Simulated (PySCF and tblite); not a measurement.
Values are calculated unless marked as measured or tabulated.
C₄H₇F₃, numbered as in [CH3:1][CH2:2][CH2:3][C:4]([F:5])([F:6])[F:7].

Level: PBE0-D3(BJ)/def2-TZVP//PBE0-D3(BJ)/def2-SVP, thermal terms from GFN2-xTB, symmetry numbers and mirror pairs counted. Conformers within 4 kcal/mol (GFN2-xTB free energy) were kept, 7 at most. (PySCF 2.14, tblite 0.8.)

Torsions listed: C1–C2–C3–C4. Of a mirror pair one member is shown.

```json
{"conformer": "1", "shape": "-179°", "symmetry": "Cs", "dipole D": "2.38"}
{"conformer": "2", "shape": "-67°", "symmetry": "C1 (pair)", "dipole D": "2.33"}
```

Question: Which of these conformers is the most populated at 298.15 K, and with what share?

Answer: Conformer 1, about 79 %.

Question: Give the DFT energies and free energies relative to the lowest, and all weights.

Answer: 
| conformer | shape | E(DFT) kcal/mol | G(298.15 K) kcal/mol | weight % |
| --- | --- | --- | --- | --- |
| 1 | -179° | 0.00 | 0.00 | 79.1 |
| 2 | -67° | 1.00 | 0.79 | 20.9 |

Question: How does its share change from 150 K to 400 K?

Answer: From 96 % to 70 %; the mixing entropy goes from 0.40 to 1.62 cal/(mol K).
